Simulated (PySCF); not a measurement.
**Dipole response of Se⁻ (selenium, charge -1)**

[Ar] 3d10 4s2 4p5, 2P determinant. Calculation: PySCF 2.14, in aug-cc-pVTZ-DK; the spin-free X2C one-electron Hamiltonian (Gaussian nucleus). Coupled (time-dependent) response in atomic units; α is the mean over directions.

```tsv
method	mean α (bohr³)	α xx, yy, zz	C₆ (like pair)	S(−4)
UHF	53.09	42.00, 58.64, 58.64	622.7	915.1
wB97X	58.61	46.00, 64.91, 64.91	697.7	1245
```

S(−4) is the Cauchy moment in α(ω) = α(0) + S(−4) ω² + …

Spin-orbit coupling is absent.

α(iu) at wB97X:

| u (hartree) | α(iu) (bohr³) |
| --- | --- |
| 0 | 58.61 |
| 0.0500 | 55.75 |
| 0.100 | 49.36 |
| 0.200 | 36.25 |
| 0.300 | 26.59 |
| 0.500 | 15.30 |
| 0.750 | 8.792 |
| 1.00 | 5.659 |
| 1.50 | 2.905 |
| 2.00 | 1.775 |
| 3.00 | 0.8734 |
| 5.00 | 0.3497 |

A single London oscillator, α(iu) = α/(1 + u²/ω²), gives C₆ = (3/4) ω α². Matching the computed C₆ needs ω = 4 × 697.7 / (3 × 58.61²) = 0.271 hartree.

For an ion, C₆ is the dispersion term alone; charge-induced terms of lower order in 1/R come first.

The components differ because the open shell of this determinant is not spherical; for a pure term their mean is the scalar polarisability.
